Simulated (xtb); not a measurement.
H6AlO2Si2 (SMILES [SiH3][O][Al+][O][SiH3]), charge +1, singlet, at a GFN2-xTB geometry (such geometries of metal compounds can be far from the true shape); GFN2-xTB run with xtb.

Input for xtb:
```
$ xtb coord --gfn 2 --chrg 1 --json

# file coord
$coord
      0.0000000000      -0.0000000000      -0.0000000000  al
     -2.5525742836       0.3183245358       1.6297768540  o
     -5.3259860250       0.6641891275       3.4005548102  si
     -4.9311183026      -1.2245500688       5.3737173699  h
     -7.2408542187       0.0758873194       1.5021851161  h
     -5.1327538753       3.3066877672       4.1728817956  h
      2.5525742836      -0.3183245358      -1.6297768540  o
      5.3259860250      -0.6641891275      -3.4005548102  si
      4.4822505602      -2.4065363809      -5.3675228477  h
      7.0407403101      -1.6946958628      -1.4994234892  h
      5.7817355263       1.9432072259      -4.1818379636  h
$end
```

Output, abridged:

```
   ID    Z sym.   atoms
    1   13 al     1
    2    8 o      2, 7
    3   14 si     3, 8
    4    1 h      4-6, 9-11

           -------------------------------------------------
          |                Calculation Setup                |
           -------------------------------------------------

           -------------------------------------------------
          |                 G F N 2 - x T B                 |
           -------------------------------------------------

          ...................................................
          :                      SETUP                      :
          :.................................................:
          :  # basis functions                  44          :
          :  # atomic orbitals                  41          :
          :  # shells                           19          :
          :  # electrons                        28          :
          :  max. iterations                   250          :
          :  Hamiltonian                  GFN2-xTB          :
          :  restarted?                      false          :
          :  GBSA solvation                  false          :
          :  PC potential                    false          :
          :  electronic temp.          300.0000000     K    :
          :  accuracy                    1.0000000          :
          :  -> integral cutoff          0.2500000E+02      :
          :  -> integral neglect         0.1000000E-07      :
          :  -> SCF convergence          0.1000000E-05 Eh   :
          :  -> wf. convergence          0.1000000E-03 e    :
          :  Broyden damping             0.4000000          :
          :  net charge                          1          :
          :  unpaired electrons                  0          :
          ...................................................

 iter      E             dE          RMSdq      gap      omega  full diag
   1    -15.4263638 -0.154264E+02  0.200E+01    3.06       0.0  T
   2    -15.5923384 -0.165975E+00  0.129E+01    1.52       1.0  T
   3    -15.5979451 -0.560674E-02  0.302E+00    0.55       1.0  T
   4    -15.6049075 -0.696231E-02  0.131E+00    1.13       1.0  T
   5    -15.6049835 -0.760006E-04  0.401E-01    1.17       1.0  T
   6    -15.6059157 -0.932210E-03  0.139E-01    1.36       1.0  T
   7    -15.6059208 -0.512904E-05  0.128E-01    1.34       1.0  T
   8    -15.6059648 -0.440043E-04  0.333E-02    1.33       1.0  T
[...]
         :: total energy             -15.495208423925 Eh    ::
[...]
     6   1 h        0.919     0.002     3.026     2.721
     7   8 o        1.498    -0.377    20.544     6.112
     8  14 si       3.560     0.567    97.174    18.975
     9   1 h        0.919     0.002     3.026     2.721
    10   1 h        0.919     0.002     3.026     2.721
    11   1 h        0.919     0.002     3.026     2.721

 Mol. C6AA /au·bohr⁶  :       2684.053616
 Mol. C8AA /au·bohr⁸  :     137625.139515
 Mol. α(0) /au        :        100.028375

Wiberg/Mayer (AO) data.
largest (>0.10) Wiberg bond orders for each atom

 ---------------------------------------------------------------------------
     #   Z sym  total        # sym  WBO       # sym  WBO       # sym  WBO
 ---------------------------------------------------------------------------
     1  13 al   3.570 --     7 o    1.677     2 o    1.677
     2   8 o    2.445 --     1 al   1.677     3 si   0.611
     3  14 si   3.402 --     6 h    0.894     5 h    0.894     4 h    0.894
                             2 o    0.611
     4   1 h    0.998 --     3 si   0.894
     5   1 h    0.998 --     3 si   0.894
     6   1 h    0.998 --     3 si   0.894
     7   8 o    2.445 --     1 al   1.677     8 si   0.611
     8  14 si   3.402 --     9 h    0.894    10 h    0.894    11 h    0.894
                             7 o    0.611
     9   1 h    0.998 --     8 si   0.894
    10   1 h    0.998 --     8 si   0.894
    11   1 h    0.998 --     8 si   0.894
 ---------------------------------------------------------------------------

Topologies differ in total number of bonds
Writing topology from bond orders to xtbtopo.mol

molecular dipole:
                 x           y           z       tot (Debye)
 q only:        0.000      -0.000      -0.000
   full:        0.000      -0.000      -0.000       0.000
molecular quadrupole (traceless):
                xx          xy          yy          xz          yz          zz
 q only:       21.749      -5.160     -18.987     -26.420       3.295      -2.762
  q+dip:       15.759      -3.739     -13.758     -19.144       2.387      -2.001
   full:       15.566      -3.693     -13.590     -18.910       2.358      -1.977

           -------------------------------------------------
          | TOTAL ENERGY              -15.495208423925 Eh   |
          | GRADIENT NORM               0.000033430810 Eh/α |
          | HOMO-LUMO GAP               1.321686062053 eV   |
           -------------------------------------------------

normal termination of xtb
```
